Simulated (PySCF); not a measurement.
CaO, CCSD: how much the basis matters

PySCF, RHF reference; singlet, unpaired electrons none; De to Ca + O without counterpoise correction. Frozen cores follow the default of each basis and core potential.

| basis | relativity | functions | Re (Å) | ωe (cm⁻¹) | De (eV) | frozen orbitals |
| --- | --- | --- | --- | --- | --- | --- |
| def2-SVP | no relativity | 38 | 1.867 | 728 | 2.47 | 6 |
| def2-SVPD | no relativity | 50 | 1.878 | 727 | 3.11 | 6 |
| x2c-TZVPPall | spin-free X2C | 67 | 1.859 | 714 | 2.74 | 6 |

Question: How does each smaller set differ from the one with most functions, x2c-TZVPPall?

Answer: def2-SVP: +0.8 pm, +2.0 % in ωe, -0.27 eV in De; def2-SVPD: +1.9 pm, +1.8 % in ωe, +0.37 eV in De. All at CCSD; the set with most functions is neither the basis-set limit nor always the best. The rows treat relativity differently, so the differences are not basis effects alone.

Correlated steps freeze 6 core orbitals. Correlated levels converge slowly with the basis: in double zeta they bind strong bonds too weakly, by up to about 1 eV, and carry superposition errors of some tenths. Where the molecule has an RHF reference, its open-shell atoms are computed with UHF. The CCSD T1 diagnostic is raised in CaO, a sign that a single reference may not be enough there.
